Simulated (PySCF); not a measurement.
Sn₂H₄, singlet: structure and spectrum

These are results of PBE0/[Sn def2-TZVP with ECP28, H def2-TZVP], scalar-relativistic core potentials, density fitting, no spin–orbit coupling, PySCF, not measurements.

The structure is a minimum.

```json
{
  "Point group": "C2v",
  "Bond lengths": "Sn–H 1.765 Å (×2), Sn–H 1.952 Å (×4)",
  "Bond angles": "H–Sn–H 72.9° (×2), H–Sn–H 90.4° (×4), Sn–H–Sn 107.0° (×2)",
  "Heat capacity Cp at 298.15 K": "70.0 J/(mol K)",
  "Lowest empty level": "-2.50 eV",
  "Atomisation energy without zero-point energy": "1198 kJ/mol",
  "Enthalpy at 298.15 K above 0 K": "14.71 kJ/mol",
  "Dipole moment": "0.68 D",
  "Entropy at 298.15 K and 1 bar": "308.3 J/(mol K)",
  "Principal polarisabilities": "66.7, 85.1, 132.8 bohr³",
  "Highest occupied level": "-6.67 eV",
  "Principal quadrupole moments (Buckingham, traceless) about the centre of mass": "-7.65, 2.81, 4.83 D Å",
  "Rotational symmetry number": "2",
  "Zero-point energy": "65.9 kJ/mol",
  "Rotational constants": "1.886, 0.02819, 0.02802 cm⁻¹"
}
```

Harmonic modes (masses in u: Sn 119.902, H 1.008):
| symmetry | ω (cm⁻¹) | IR (km/mol) | μ (u) |
| --- | --- | --- | --- |
| a1 | 164 | 0.1 | 78.51 |
| a1 | 288 | 3.4 | 1.01 |
| a2 | 464 | 0.0 | 1.02 |
| b1 | 519 | 65.9 | 1.03 |
| b2 | 683 | 27.9 | 1.01 |
| a1 | 721 | 23.6 | 1.01 |
| b2 | 1035 | 108 | 1.02 |
| a2 | 1125 | 0.0 | 1.01 |
| b1 | 1203 | 1613 | 1.02 |
| a1 | 1309 | 0.2 | 1.01 |
| b1 | 1743 | 6.0 | 1.02 |
| a1 | 1766 | 600 | 1.02 |

In C2v the vibrations span 5a1 + 2a2 + 3b1 + 2b2. The a2 modes carry no infrared intensity, as symmetry demands.

Charges (e):
```
atom  Mulliken  Löwdin  polar tensor  Mayer order to Sn1
 Sn1      0.11    0.03          0.70                   –
 Sn2      0.11    0.03          0.70                0.48
H3,4     -0.05    0.03         -0.42                0.47
  H5     -0.07   -0.07         -0.28                0.96
  H6     -0.07   -0.07         -0.28                0.01
```
Other Mayer orders above 0.3: Sn–H 0.47 (×2), Sn–H 0.96.

Mulliken populations on Sn1 (electrons outside its core potential): s 3.87, p 7.86, d 10.13, f 0.02.

Only a few start shapes were tried, so a lower isomer may exist.

The final relaxation and frequency run took of the order of 6 core-minutes on a shared host.
